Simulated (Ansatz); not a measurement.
System: SF, charge 0, multiplicity 2. 
Structure (B3LYP-D3(BJ)/def2-TZVP (Ansatz, a quantum-chemistry and plane-wave program) minimum search):
SMILES: F[S]
```xyz
2

S      0.0000     0.0000    -0.5793
F      0.0000     0.0000     1.0299
```
Charge 0, spin multiplicity 2.

Property: atomisation energy (electronic, to ground-state atoms); the coupled-cluster value holds the core correlation from cc-pwCVTZ, in kcal/mol. Correlated levels leave the core frozen unless marked. Open shells are spin-unrestricted. Spin-orbit coupling is left out. No relativistic terms. CBS marks a two-point X^-3 extrapolation of the correlation energy; Hartree-Fock from the larger set (for Q and 5 zeta extrapolated as (X+1)exp(-9√X)).

Level to compare with: CCSD(T)/CBS(cc-pV(Q+d)Z,cc-pV(5+d)Z) plus the core term (Ansatz), 85.0 kcal/mol. It is a level with limits of its own, and the differences hold the functionals' basis error too.

Problem. Rank these functionals by how close they come to CCSD(T)/CBS(cc-pV(Q+d)Z,cc-pV(5+d)Z), closest first: BHLYP/def2-TZVPD (Ansatz); PBE/def2-TZVPD (Ansatz); r2SCANh/def2-TZVPD (Ansatz); r2SCAN0/def2-TZVPD (Ansatz).

Solution. r2SCANh/def2-TZVPD (hybrid meta-GGA, 83.2 kcal/mol, difference -1.8), r2SCAN0/def2-TZVPD (hybrid meta-GGA, 78.6 kcal/mol, difference -6.4), PBE/def2-TZVPD (GGA, 94.8 kcal/mol, difference 9.8), BHLYP/def2-TZVPD (global hybrid, 73.3 kcal/mol, difference -11.7)
